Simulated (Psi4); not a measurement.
CH5AlO2, singlet, at a GFN2-xTB geometry (such geometries of metal compounds can be far from the true shape); SVWN/3-21G (Psi4).

Input for Psi4:
```
memory 2 GB

molecule {
0 1
Al    0.07749548    0.07275953    0.00557869
C    -1.42912426   -1.22415675   -0.13625489
H    -1.10357429   -2.14553357   -0.61524509
H    -2.25578416   -0.81633085   -0.71240214
H    -1.80016565   -1.49817487    0.84929070
O    -0.03916589    1.51144195   -0.78735585
H    -0.09952938    2.33824639   -1.24017123
O     1.37525186   -0.37239246    0.91660087
H     2.13766999   -0.59153638    1.42957391
no_reorient
}

set {
  basis 3-21g
}

energy('svwn')
print_variables()
```

What the program printed (banner, timings and long lists left out):

```
   => Loading Basis Set <=

    Name: 3-21G
    Role: ORBITAL
    Keyword: BASIS

         ---------------------------------------------------------
                                   SCF
               by Justin Turney, Rob Parrish, Andy Simmonett
                          and Daniel G. A. Smith
                              RKS Reference
         ---------------------------------------------------------

  ==> Geometry <==

    Molecular point group: c1
    Full point group: C1

    Geometry (in Angstrom), charge = 0, multiplicity = 1:

       Center              X                  Y                   Z               Mass
    ------------   -----------------  -----------------  -----------------  -----------------
         AL           0.035840326407     0.036478733405     0.001743547184    26.981538530000
         C           -1.470779413593    -1.260437546595    -0.140090032816    12.000000000000
         H           -1.145229443593    -2.181814366595    -0.619080232816     1.007825032230
         H           -2.297439313593    -0.852611646595    -0.716237282816     1.007825032230
         H           -1.841820803593    -1.534455666595     0.845455557184     1.007825032230
         O           -0.080821043593     1.475161153405    -0.791190992816    15.994914619570
         H           -0.141184533593     2.301965593405    -1.244006372816     1.007825032230
         O            1.333596706407    -0.408673256595     0.912765727184    15.994914619570
         H            2.096014836407    -0.627817176595     1.425738767184     1.007825032230

  Running in c1 symmetry.

  Rotational constants: A =      0.20791  B =      0.19041  C =      0.10122 [cm^-1]
  Rotational constants: A =   6232.87967  B =   5708.49726  C =   3034.56464 [MHz]
  Nuclear repulsion =  159.128003144965788

  Charge       = 0
  Multiplicity = 1
  Electrons    = 40
  Nalpha       = 20
  Nbeta        = 20

  ==> Algorithm <==

  SCF Algorithm Type is DF.
  DIIS enabled.
  MOM disabled.
  Fractional occupation disabled.
  Guess Type is SAD.
  Energy threshold   = 1.00e-06
  Density threshold  = 1.00e-06
  Integral threshold = 1.00e-12

  ==> Primary Basis <==

  Basis Set: 3-21G
    Blend: 3-21G
    Number of shells: 32
    Number of basis functions: 50
    Number of Cartesian functions: 50
    Spherical Harmonics?: false
    Max angular momentum: 1

  ==> DFT Potential <==

   => LibXC <=

    Version 7.1.2
    S. Lehtola, C. Steigemann, M. J. T. Oliveira, and M. A. L. Marques,  SoftwareX 7, 1–5 (2018) (10.1016/j.softx.2017.11.002)

   => Composite Functional: SVWN <=

    Slater exchange
    Vosko, Wilk & Nusair (VWN5_RPA)
    P. A. M. Dirac,  Math. Proc. Cambridge Philos. Soc. 26, 376 (1930) (10.1017/S0305004100016108)
    F. Bloch,  Z. Phys. 57, 545 (1929) (10.1007/BF01340281)
    S. H. Vosko, L. Wilk, and M. Nusair,  Can. J. Phys. 58, 1200 (1980) (10.1139/p80-159)

    Deriv               =              1
    GGA                 =          FALSE
    Meta                =          FALSE

    Exchange Hybrid     =          FALSE
    MP2 Hybrid          =          FALSE

   => Exchange Functionals <=

    1.0000         XC_LDA_X

   => Correlation Functionals <=

    1.0000   XC_LDA_C_VWN_RPA

   => LibXC Density Thresholds  <==

    XC_LDA_C_VWN_RPA:  1.00E-15
    XC_LDA_X:  1.00E-15

   => Molecular Quadrature <=

    Radial Scheme          =       TREUTLER
    Pruning Scheme         =           NONE
    Nuclear Scheme         =       TREUTLER

    Blocking Scheme        =         OCTREE
    BS radius alpha        =              1
    Pruning alpha          =              1
    Radial Points          =             75
    Spherical Points       =            302
    Total Points           =         195383
    Total Blocks           =           1508
    Max Points             =            256
    Max Functions          =             48
    Weights Tolerance      =       1.00E-15

   => Loading Basis Set <=

    Name: (3-21G AUX)
    Role: JKFIT
[...]
  Using in-core AOs.

  ==> MemDFJK: Density-Fitted J/K Matrices <==

    J tasked:                   Yes
    K tasked:                    No
    wK tasked:                   No
    Algorithm:                 Core
    Schwarz Cutoff:           1E-12
    Mask sparsity (%):       3.2800
    Fitting Condition:        1E-10

   => Auxiliary Basis Set <=

  Basis Set: (3-21G AUX)
    Blend: DEF2-UNIVERSAL-JKFIT
    Number of shells: 143
    Number of basis functions: 530
    Number of Cartesian functions: 530
    Spherical Harmonics?: false
    Max angular momentum: 4

  Minimum eigenvalue in the overlap matrix is 3.2988171378E-02.
  Reciprocal condition number of the overlap matrix is 7.6376087887E-03.
    Using symmetric orthogonalization.

  ==> Pre-Iterations <==

  SCF Guess: Superposition of Atomic Densities via on-the-fly atomic UHF (no occupation information).

   -------------------------
    Irrep   Nso     Nmo
   -------------------------
     A         50      50
   -------------------------
    Total      50      50
   -------------------------

  ==> Iterations <==

                           Total Energy        Delta E     RMS |[F,P]|

   @DF-RKS iter SAD:  -429.25802928210976   -4.29258e+02   0.00000e+00
   @DF-RKS iter   1:  -429.39314674813596   -1.35117e-01   2.45973e-02 ADIIS/DIIS
   @DF-RKS iter   2:  -428.17007673640137    1.22307e+00   3.97569e-02 ADIIS/DIIS
   @DF-RKS iter   3:  -429.94436846078349   -1.77429e+00   4.86310e-03 ADIIS/DIIS
   @DF-RKS iter   4:  -429.96179524893927   -1.74268e-02   3.47750e-03 ADIIS/DIIS
   @DF-RKS iter   5:  -429.97709436439817   -1.52991e-02   3.49695e-04 ADIIS/DIIS
   @DF-RKS iter   6:  -429.97725054136123   -1.56177e-04   8.91802e-05 DIIS
   @DF-RKS iter   7:  -429.97725634024300   -5.79888e-06   5.25221e-05 DIIS
   @DF-RKS iter   8:  -429.97725893050927   -2.59027e-06   6.20061e-06 DIIS
   @DF-RKS iter   9:  -429.97725898727992   -5.67707e-08   7.16099e-07 DIIS
  Energy and wave function converged.

  ==> Post-Iterations <==

   Electrons on quadrature grid:
      Ntotal   =   40.0000040403 ; deviation = 4.040e-06

    Orbital Energies [Eh]
    ---------------------

    Doubly Occupied:

[...]
    Virtual:

[...]
    Final Occupation by Irrep:
              A
    DOCC [    20 ]
    NA   [    20 ]
    NB   [    20 ]

  @DF-RKS Final Energy:  -429.97725898727992

   => Energetics <=

    Nuclear Repulsion Energy =            159.1280031449657884
    One-Electron Energy =                -913.7937720977006393
    Two-Electron Energy =                 366.1109489980470926
    DFT Exchange-Correlation Energy =     -41.4224390325921235
    Empirical Dispersion Energy =           0.0000000000000000
    VV10 Nonlocal Energy =                  0.0000000000000000
    Total Energy =                       -429.9772589872799244

Computation Completed

Properties will be evaluated at   0.000000,   0.000000,   0.000000 [a0]

Properties computed using the SCF density matrix

 Multipole Moments:

 ------------------------------------------------------------------------------------
     Multipole            Electronic (a.u.)      Nuclear  (a.u.)        Total (a.u.)
 ------------------------------------------------------------------------------------

 L = 1.  Multiply by 2.5417464519 to convert [e a0] to [Debye]
 Dipole X            :          3.5309597           -3.1486734            0.3822863
 Dipole Y            :          3.0674558           -2.7424307            0.3250251
 Dipole Z            :          0.3234884           -0.2898949            0.0335936
 Magnitude           :                                                    0.5029042

 ------------------------------------------------------------------------------------

  Variable Map:
  ----------------------------------------------------------------------------
[...]
  Array Variable Map:
  ----------------------------------------------------------------------------
[...]
[...]
```
